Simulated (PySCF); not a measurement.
**Scalar relativity in K (potassium, neutral)**

[Ar] 4s1, 2S determinant; PBE calculated with PySCF 2.14 in dyall-acv3z, once non-relativistic with a point nucleus and once with spin-free X2C-1e and a Gaussian nucleus.

```tsv
shell	ε non-rel. (eV)	ε X2C (eV)	rms r non-rel. (bohr, spins averaged)	rms r X2C (bohr, spins averaged)	change of radius (%)
1s α	-3504.9	-3520.2	0.09451	0.09382	-0.74
1s β	-3504.9	-3520.1	0.09451	0.09382	-0.74
2s α	-350.43	-353.19	0.4245	0.4220	-0.59
2s β	-350.41	-353.17	0.4245	0.4220	-0.59
2p α	-279.87	-279.92	0.3912	0.3904	-0.20
2p β	-279.85	-279.91	0.3912	0.3904	-0.20
3s α	-35.001	-35.294	1.372	1.366	-0.48
3s β	-34.945	-35.238	1.372	1.366	-0.48
3p α	-18.822	-18.785	1.566	1.566	-0.04
3p β	-18.738	-18.699	1.566	1.566	-0.04
4s α	-2.533	-2.541	5.317	5.297	-0.36
```

The total energy goes from -599.7103 to -602.0279 hartree.

Ionisation energy, K [Ar] 4s1 (2S) → K⁺ [Ar] (1S) (eV):

```json
{"method": "UHF", "non-relativistic": "4.008", "spin-free X2C": "4.023", "shift": "0.015"}
```

Relativity contracts and stabilises s shells directly. The contracted s shells screen the nucleus better, so for spin-averaged p shells the direct and indirect effects partly cancel.
